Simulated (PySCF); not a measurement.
Electronic absorption of C3H3F5O

C₃H₃F₅O.
SMILES: `O[C@@H](C(F)F)C(F)(F)F`

The calculation used TDDFT PBE0/def2-SVPD, vertical, gas phase, core orbitals frozen in the response (PySCF 2.14.0, density-fitted response routines). One conformer (not necessarily the lowest) at the GFN2-xTB geometry, without solvent, vibrations or thermal averaging. Torsions of this conformer, `[OH:1][C@@H:2]([CH:3]([F:4])[F:5])[C:6]([F:7])([F:8])[F:9]`: O1–C2–C3–F4 48°, O1–C2–C6–F7 64°, H–O1–C2–C3 45°.

```tsv
state	E (eV)	E (hartree)	f	main configurations (H = HOMO, L = LUMO)
S1	7.79	0.2861	0.0060	H→L (95%)
S2	8.97	0.3295	0.054	H→L+1 (84%)
S3	9.06	0.3329	0.0030	H-1→L (90%)
S4	9.34	0.3433	0.0091	H→L+2 (83%)
S5	9.52	0.3498	0.010	H→L+3 (88%)
S6	9.94	0.3652	0.015	H→L+5 (57%), H→L+4 (17%), H-1→L+1 (13%)
S7	9.96	0.3662	0.0086	H-1→L+1 (61%), H→L+4 (28%)
S8	10.06	0.3696	0.0088	H→L+4 (40%), H→L+5 (27%), H-1→L+1 (20%)
```

Triplets (Tamm–Dancoff): T1 7.38 eV, H→L (90%); T2 8.62 eV, H→L+1 (66%), H→L+2 (8%); T3 8.69 eV, H-1→L (77%), H→L+2 (10%).

The lowest singlet comes at 159 nm (751 kJ/mol) in the vacuum ultraviolet; it is weak; its leading configuration is HOMO→LUMO (95%). The most intense listed level is S2 at 8.97 eV (138 nm, f = 0.054), 1.18 eV above S1. Löwdin shares by element: HOMO oxygen 61%, carbon 20% or more, hydrogen 7% or more; LUMO oxygen 27%, carbon 23% or more, hydrogen 16% or more (atoms not listed hold the other 34%). The listed states span 2.27 eV, and the widest gap between neighbours is 1.18 eV (S1 to S2). Weighted by f, the mean energy of these states is 9.27 eV. Orbital energies (eV): HOMO-3 -12.14, HOMO-2 -11.59, HOMO-1 -10.33, HOMO -9.27, LUMO 0.10, LUMO+1 0.84, LUMO+2 1.32. Only the lowest 8 singlets were computed, as vertical energies without vibronic structure.

Hardware: an x86-64 server with one thread, on a shared host. Cost: 46 s wall.
